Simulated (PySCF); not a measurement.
Isomers of C5H12OSi2, mass 144.043 u with the commonest isotopes. Method used: PySCF 2.14.0, PBE0-D3(BJ)/def2-SVP geometry optimisation, gas phase. One conformer each, none proved a minimum here; rigid rotors.

Question: Order these by radius of gyration √(Σ m r²/M), largest first.
A. `[CH:1]#[C:2][CH2:3][C@@H:4]([CH3:5])[SiH2:6][O:7][SiH3:8]` with C2–C3–C4–C5 60°, C3–C4–Si6–O7 -60°, C4–Si6–O7–Si8 -70°
B. `[CH2:1]=[CH:2][C:3](=[CH2:4])[O:5][SiH2:6][CH2:7][SiH3:8]` with C1–C2–C3–C4 -179°, C2–C3–O5–Si6 -152°, C3–O5–Si6–C7 67°, O5–Si6–C7–Si8 -57°
C. `[CH:1]#[C:2][SiH2:3][O:4][SiH2:5][CH:6]([CH3:7])[CH3:8]` with C2–Si3–O4–Si5 4°, Si3–O4–Si5–C6 28°, O4–Si5–C6–C7 180°

Answer: A (2.483 Å), C (2.300 Å), B (2.260 Å).

Question: Order these by out-of-plane moment Σ m c² = (Ia + Ib − Ic)/2, smallest first.
A. `[CH:1]#[C:2][CH2:3][C@@H:4]([CH3:5])[SiH2:6][O:7][SiH3:8]` with C2–C3–C4–C5 60°, C3–C4–Si6–O7 -60°, C4–Si6–O7–Si8 -70°
B. `[CH:1]#[C:2][SiH2:3][O:4][SiH2:5][CH:6]([CH3:7])[CH3:8]` with C2–Si3–O4–Si5 4°, Si3–O4–Si5–C6 28°, O4–Si5–C6–C7 180°
C. `[CH2:1]=[CH:2][C:3](=[CH2:4])[O:5][SiH2:6][CH2:7][SiH3:8]` with C1–C2–C3–C4 -179°, C2–C3–O5–Si6 -152°, C3–O5–Si6–C7 67°, O5–Si6–C7–Si8 -57°

Answer: B (57.29 u·Å²), A (73.35 u·Å²), C (94.01 u·Å²).

Question: Order these by rotational constant C, largest first.
A. `[CH2:1]=[CH:2][C:3](=[CH2:4])[O:5][SiH2:6][CH2:7][SiH3:8]` with C1–C2–C3–C4 -179°, C2–C3–O5–Si6 -152°, C3–O5–Si6–C7 67°, O5–Si6–C7–Si8 -57°
B. `[CH:1]#[C:2][CH2:3][C@@H:4]([CH3:5])[SiH2:6][O:7][SiH3:8]` with C2–C3–C4–C5 60°, C3–C4–Si6–O7 -60°, C4–Si6–O7–Si8 -70°
C. `[CH:1]#[C:2][SiH2:3][O:4][SiH2:5][CH:6]([CH3:7])[CH3:8]` with C2–Si3–O4–Si5 4°, Si3–O4–Si5–C6 28°, O4–Si5–C6–C7 180°

Answer: A (787.7 MHz), C (717.5 MHz), B (620.6 MHz).

```
                    SMILES  point group  Ia (u·Å²)  Ib (u·Å²)  Ic (u·Å²)      κ  μa (D)  μb (D)  μc (D)
C#CC[C@@H](C)[SiH2]O[SiH3]           C1     210.28     750.82     814.40  -0.94    0.06    0.08    0.61
     C#C[SiH2]O[SiH2]C(C)C           C1     264.99     553.99     704.40  -0.67    0.37    1.67    0.21
    C=CC(=C)O[SiH2]C[SiH3]           C1     275.73     553.84     641.56  -0.76    0.75    0.04    0.46
```
